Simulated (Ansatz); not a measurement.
Total energies of Ga10P10H28, a nanocrystal cut from zinc blende GaP (hydrogen-capped) from Ansatz at PBE-D4/def2-SVP, gas phase (1 Eh = 27.2114 eV = 2625.5 kJ/mol). The reference geometry is relaxed at PBE-D4/def2-SVP.

```tsv
atom	x (Å)	y (Å)	z (Å)
Ga1	3.526	2.614	1.235
Ga2	0.365	1.918	-4.291
Ga3	-0.824	-2.442	-2.909
Ga4	2.346	-0.707	3.171
Ga5	-0.008	-3.507	0.989
Ga6	1.016	-0.073	-0.484
Ga7	-0.594	3.355	0.128
Ga8	-2.697	0.618	-1.335
Ga9	-1.737	-0.012	2.210
Ga10	-3.704	-2.889	0.141
P11	1.742	1.046	-2.473
P12	2.770	0.313	1.083
P13	1.357	3.643	1.561
P14	0.653	-2.344	-0.968
P15	-1.869	1.597	-3.399
P16	-2.799	-1.701	-1.761
P17	1.754	-2.963	2.583
P18	0.165	0.119	3.738
P19	-1.922	-2.335	1.726
P20	-0.938	0.985	0.236
H21	4.397	2.777	2.541
H22	3.996	3.046	-0.211
H23	0.642	3.470	-4.318
H24	0.555	0.919	-5.493
H25	-0.932	-3.936	-3.401
H26	-0.307	-1.254	-3.832
H27	3.414	-0.597	4.319
H28	-0.122	-5.074	0.899
H29	-0.044	3.631	-1.337
H30	-1.791	4.148	0.778
H31	-4.028	1.354	-0.914
H32	-2.985	0.624	2.927
H33	-3.588	-4.448	-0.094
H34	-5.014	-2.149	0.623
H35	2.758	0.201	-3.021
H36	2.587	2.091	-1.984
H37	3.886	-0.440	0.589
H38	1.619	5.046	1.665
H39	0.967	3.438	2.923
H40	1.944	-2.859	-1.315
H41	-2.619	0.950	-4.432
H42	-2.498	2.879	-3.481
H43	-3.838	-1.789	-2.746
H44	2.974	-3.600	2.189
H45	1.539	-3.695	3.795
H46	-0.176	-0.462	5.001
H47	0.342	1.466	4.188
H48	-2.277	-2.971	2.961
```

```csv
state,geometry,energy (Eh)
charge 0 singlet,reference,-22671.40678
charge 1 doublet,reference,-22671.12852
charge -1 doublet,reference,-22671.42883
free Ga atom (doublet),–,-1924.26790
free P atom (quartet),–,-340.98790
free H atom (doublet),–,-0.49863
```

Single mean-field runs in def2-SVP are fitted with def2-universal-jkfit.

Q: Work out the vertical ionisation energy to the doublet.

A: E(charge 1 doublet) − E(charge 0 singlet) = -22671.12852 − (-22671.40678) = 0.27826 Eh = 7.57 eV. For comparison, −ε of the highest occupied level is 5.96 eV at this level, 1.61 eV less.

Q: Work out the vertical electron affinity, to the doublet.

A: E(charge 0 singlet) − E(charge -1 doublet) = -22671.40678 − (-22671.42883) = 0.02205 Eh = 0.60 eV. The basis lacks diffuse functions, which makes affinities too small.

Q: Give the fundamental gap IE − EA, the Mulliken electronegativity (IE + EA)/2 and the hardness (IE − EA)/2.

A: From the values in Eh: IE − EA = 0.27826 − 0.02205 = 0.25621 Eh = 6.97 eV; (IE + EA)/2 = 4.09 eV; (IE − EA)/2 = 3.49 eV. The HOMO–LUMO gap of the same run is 4.00 eV, 2.97 eV smaller than the fundamental gap.

Q: What is the binding energy per atom against free atoms?

A: Atoms: 10 × (-1924.26790) + 10 × (-340.98790) + 28 × (-0.49863) = -22666.51964 Eh. Binding: -22666.51964 − (-22671.40678) = 4.88714 Eh = 132.99 eV, or 2.77 eV for each of 48 atoms (no zero-point energy, no counterpoise term).

At PBE-D4/def2-SVP the gap within one spin of the charge 1 doublet nearly closes, so an electron or hole may be smeared out by delocalisation error. At PBE-D4/def2-SVP the gap within one spin of the charge -1 doublet nearly closes, so an electron or hole may be smeared out by delocalisation error. At PBE-D4/def2-SVP the highest occupied level of the charge -1 doublet lies above zero (up to 0.88 eV). By energy differences its removal costs 0.60 eV (vertical, to the charge 0 singlet, at PBE-D4/def2-SVP); self-interaction error and the lack of diffuse functions both raise the level.
